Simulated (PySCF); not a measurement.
Sb(Cl)2(OMe) (CH3Cl2OSb), SMILES [Cl][Sb]([Cl])[O]C.

Geometry: PBE0-D3(BJ)/def2-SVP. The structure was generated by enumeration; whether it is a known compound was not checked. The def2 effective core potentials stand for the cores of Sb; spin–orbit coupling is left out. One conformer was computed; it need not be the lowest.

Computed with r2SCAN/def2-TZVP (PySCF).

The molecule is in vacuum.

Computed frontier levels, gap, dipole moment and polarisability:
The highest occupied level comes out as -7.28 eV and the lowest empty level comes out as -2.33 eV. The orbital gap is 4.95 eV and the dipole moment is 1.75 D. The quadrupole, principal values (traceless, Buckingham form, about the centre of nuclear charge) comes out as -5.37, -4.03, 9.41 D·Å and the mean static polarisability is 78.4 bohr³ (11.61 Å³). The polarisability, principal values is 71.0, 78.9, 85.2 bohr³.
